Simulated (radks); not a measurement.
Results of a calculation; reference values are marked as such.
The nuclear charge of the zirconium ion Zr2+ is varied continuously with 38 electrons held in [Kr] 4d2. Level of theory: scalar-relativistic Kohn-Sham, r2SCAN, spin-polarised, spherical densities, finite nucleus; open shells are filled with parallel spins first (spin-orbit coupling, left out, can overturn this in heavy ions); meta-GGA in the generalised Kohn-Sham scheme; Fermi nuclear charge, rms radius 4.2694 fm (a radial shooting solver on a logarithmic mesh with Libxc functionals). By the Hellmann-Feynman theorem dE/dZ = E(electron-nucleus)/Z, the electronic potential at the nucleus (averaged over a nucleus of fixed radius). The scalar-relativistic energy here is not variational (the density holds large components alone), so the two differ by a part that grows with Z.

\begin{tabular}{lrrrrr}
Z & E (hartree) & E(electron-nucleus)/Z (hartree) & HOMO & e(HOMO) (eV) & <r> HOMO (bohr) \\ \hline
39.6 & -3512.30895 & -213.206 & 4d & -13.167 & 2.154 \\
39.8 & -3555.18180 & -214.651 & 4d & -15.414 & 2.064 \\
40 & -3598.34518 & -216.096 & 4d & -17.781 & 1.985 \\
40.2 & -3641.79905 & -217.540 & 4d & -20.261 & 1.915 \\
40.4 & -3685.54338 & -218.984 & 4d & -22.849 & 1.853 \\
40.6 & -3729.57820 & -220.428 & 4d & -25.541 & 1.796 \\
40.8 & -3773.90354 & -221.872 & 4d & -28.333 & 1.745 \\
41 & -3818.51948 & -223.317 & 4d & -31.222 & 1.697 \\
\end{tabular}

The central difference of E at Z = 40 is -216.543 hartree, to compare with the third column; the second derivative is -7.26 hartree.
